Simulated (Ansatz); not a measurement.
`C[NH][GeH2][F]` + HCl → `C[NH][GeH2][Cl]` + H–F at 700 K and 1 bar (ligand exchange at a Ge–F bond).

Gas-phase electronic energies from Ansatz, PBE0-D4/def2-TZVP geometries. CCSD(T)/CBS is the MP2 limit (def2-TZVPP, def2-QZVPP) plus CCSD(T) − MP2 in def2-TZVPP, frozen cores. This one scheme is used for every species. For Ge outer-core shells are correlated without core-valence functions, which leaves a few kJ/mol of doubt a bond. Scalar relativity is left out up to krypton. Each species was taken in one conformer, which may not be the lowest.

```tsv
species	CCSD(T)/CBS energy (Eh)	H − E (kJ/mol)	S (J/(mol·K))
`C[NH][GeH2][F]`	-2272.30685	261.3	437.1
HCl	-460.38127	38.4	211.8
`C[NH][GeH2][Cl]`	-2632.29815	260.4	449.7
H–F	-100.39570	45.2	198.5
```

H − E and S are ideal-gas, rigid-rotor, harmonic terms from PBE0-D4/def2-TZVP, for one conformer and one mirror image of each species. 1 Eh = 2625.50 kJ/mol, R = 8.31446 J/(mol·K).

Q: By hand: ΔE, ΔH, ΔS and ΔG.

A: ΔE = (-2632.29815) + (-100.39570) − (-2272.30685) − (-460.38127) = -0.00573 Eh = -15.0 kJ/mol. Δ(H − E) = 260.4 + 45.2 − 261.3 − 38.4 = 5.9, so ΔH = -9.1 kJ/mol. ΔS = 449.7 + 198.5 − 437.1 − 211.8 = -0.7 J/(mol·K). ΔG = -9.1 − 700 × (-0.7)/1000 = -8.6 kJ/mol.

Q: By hand: the equilibrium constant, and the temperature at which ΔG would vanish if ΔH and ΔS stayed fixed.

A: log₁₀ K = −ΔG/(RT ln 10) = 0.6. ΔG = 0 at ΔH/ΔS = 13000 K, far beyond where these terms or the molecules hold.

The number of gas molecules stays the same, so ΔS is small and ΔH decides. A doubt of 5 kJ/mol in ΔE shifts log₁₀ K by 0.4 here. Other conformers and mirror images would add mixing entropy, several J/(mol·K) or more a flexible species. These are equilibria of isolated gas molecules and say nothing of rates. Largest T1 diagnostic: 0.011 (customary marks: 0.02 for closed shells, 0.045 for open ones).
